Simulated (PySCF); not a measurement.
Point-charge models of `C[Si@@H](C=O)OC1CC1` against its computed dipole.

Coordinates (GFN2-xTB, Å) and charges (e) from the PBE0/pcSseg-1 density (PySCF):

| atom | x | y | z | Mulliken | IAO | Hirshfeld | ESP-fitted |
| --- | --- | --- | --- | --- | --- | --- | --- |
| C1 | -2.467 | -1.308 | -0.482 | -0.6375 | -0.7275 | -0.2126 | -0.7700 |
| Si2 | -1.127 | 0.022 | -0.376 | +0.9421 | +1.0936 | +0.4228 | +0.8512 |
| C3 | -1.371 | 0.966 | 1.289 | -0.0482 | -0.0216 | +0.0448 | +0.2415 |
| O4 | -0.542 | 1.093 | 2.157 | -0.3428 | -0.3634 | -0.1911 | -0.3733 |
| O5 | 0.248 | -0.809 | -0.509 | -0.6136 | -0.6148 | -0.2108 | -0.4388 |
| C6 | 1.597 | -0.513 | -0.468 | +0.1087 | +0.0731 | +0.0354 | +0.0347 |
| C7 | 2.203 | 0.174 | 0.715 | -0.2426 | -0.3173 | -0.1022 | -0.2163 |
| C8 | 2.104 | 0.888 | -0.603 | -0.2694 | -0.3192 | -0.0995 | -0.3116 |
| H9 | -2.376 | -2.042 | 0.314 | +0.1497 | +0.1649 | +0.0488 | +0.1936 |
| H10 | -3.453 | -0.862 | -0.413 | +0.1331 | +0.1553 | +0.0421 | +0.1627 |
| H11 | -2.411 | -1.839 | -1.426 | +0.1488 | +0.1665 | +0.0489 | +0.2004 |
| H12 | -1.276 | 1.063 | -1.405 | -0.1063 | -0.1576 | -0.0837 | -0.1945 |
| H13 | -2.374 | 1.423 | 1.448 | +0.0907 | +0.0957 | +0.0325 | -0.0072 |
| H14 | 2.155 | -1.311 | -0.946 | +0.1114 | +0.1514 | +0.0497 | +0.1369 |
| H15 | 1.535 | 0.485 | 1.502 | +0.1745 | +0.1712 | +0.0322 | +0.0983 |
| H16 | 3.172 | -0.156 | 1.056 | +0.1278 | +0.1502 | +0.0488 | +0.1215 |
| H17 | 3.002 | 1.054 | -1.178 | +0.1315 | +0.1528 | +0.0496 | +0.1395 |
| H18 | 1.372 | 1.676 | -0.688 | +0.1419 | +0.1465 | +0.0446 | +0.1314 |

Q: Compute μ = Σ q r for each scheme (1 e·Å = 4.803 D) and compare with the dipole of the full density.

A: The full density gives (-0.88, -0.18, -1.65) D, 1.87 D in size; dipole vectors point from the negative to the positive end.

```json
{"scheme": "Mulliken", "μx": "-0.32", "μy": "1.01", "μz": "-2.40", "size (D)": "2.62", "share of the full size (%)": "140", "angle to the full dipole (°)": "34"}
{"scheme": "IAO", "μx": "-1.19", "μy": "0.67", "μz": "-2.53", "size (D)": "2.87", "share of the full size (%)": "153", "angle to the full dipole (°)": "19"}
{"scheme": "Hirshfeld", "μx": "-0.81", "μy": "-0.15", "μz": "-1.33", "size (D)": "1.56", "share of the full size (%)": "83", "angle to the full dipole (°)": "3"}
{"scheme": "ESP-fitted", "μx": "-0.88", "μy": "-0.15", "μz": "-1.64", "size (D)": "1.86", "share of the full size (%)": "100", "angle to the full dipole (°)": "1"}
```

Q: Which set comes closest?

A: Length of the difference vector: ESP-fitted 0.03 D, Hirshfeld 0.32 D, IAO 1.26 D, Mulliken 1.51 D. Closest: ESP-fitted. ESP charges are fitted to the potential around the molecule, whose slowest-falling term is the dipole's. The schemes that divide the density aren't constrained to reproduce the dipole.

Q: What is left for the Hirshfeld atoms' own dipoles?

A: The Hirshfeld atoms' densities add up to the full density, so μ = Σ q r + Σ (atomic dipoles). The atomic dipoles sum to (-0.88, -0.18, -1.65) − (-0.81, -0.15, -1.33) = (-0.07, -0.03, -0.32) D, 0.32 D in size.

Q: With the origin at the mean of the coordinates, (0.000, 0.000, -0.001) Å, which are the largest single terms, by size, of the IAO dipole along the direction of the full one?

A: C1 -5.94, Si2 +4.49, O4 +3.05, C7 +2.55, H11 +2.04 D; all 18 atoms together +2.72 D. The single terms depend on the origin, their sum doesn't.

Q: Give the size of the full dipole in other units.

A: 1.87 D = 0.737 au = 0.390 e·Å = 6.25 × 10⁻³⁰ C·m.

The structure is a single GFN2-xTB conformer in the gas phase; no vibrational or solvent corrections.

Conformer computed: `[CH3:1][Si@@H:2]([CH:3]=[O:4])[O:5][CH:6]1[CH2:7][CH2:8]1`: C1–Si2–C3–O4 123°, C1–Si2–O5–C6 -177°, Si2–O5–C6–C7 56°.
